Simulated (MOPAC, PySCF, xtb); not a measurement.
Dimer: CH4 (SMILES C) (first 5 atoms) with SiH4 (SMILES [SiH4]); geometry from B3LYP-D3(BJ)/def2-TZVP, rigid monomers moved along the line of their centres of mass till C1···Si6 is 3.39 Å.
(charge 0, multiplicity 1):
```xyz
10

C      0.049    -0.118    -0.080
H     -0.188     0.905     0.209
H      1.023    -0.393     0.322
H     -0.710    -0.793     0.314
H      0.071    -0.192    -1.167
Si    -0.039     0.094     3.303
H      0.667     1.274     2.756
H     -0.076     0.184     4.780
H      0.675    -1.139     2.903
H     -1.422     0.058     2.778
```

Counterpoise-corrected where a basis set is named; no monomer relaxation. Rows marked so take none.

Rows in 3-21G, STO-3G carry no dispersion term and start afresh at each structure. The state reached by AM1 isn't checked.

The values were computed with MOPAC for AM1 (differences of heats of formation); PySCF for 3-21G rows, STO-3G rows; xtb for the GFN methods. 

Task: One of these levels gives 7.6 kJ/mol for the interaction energy. Which one is it?
(A) AM1
(B) B3LYP/3-21G (no counterpoise)
(C) HF/STO-3G (no counterpoise)
(D) GFN1-xTB

Result: C, HF/STO-3G (no counterpoise). The others give 10.4 (AM1), -8.2 (GFN1-xTB), 3.3 (B3LYP/3-21G (no counterpoise))
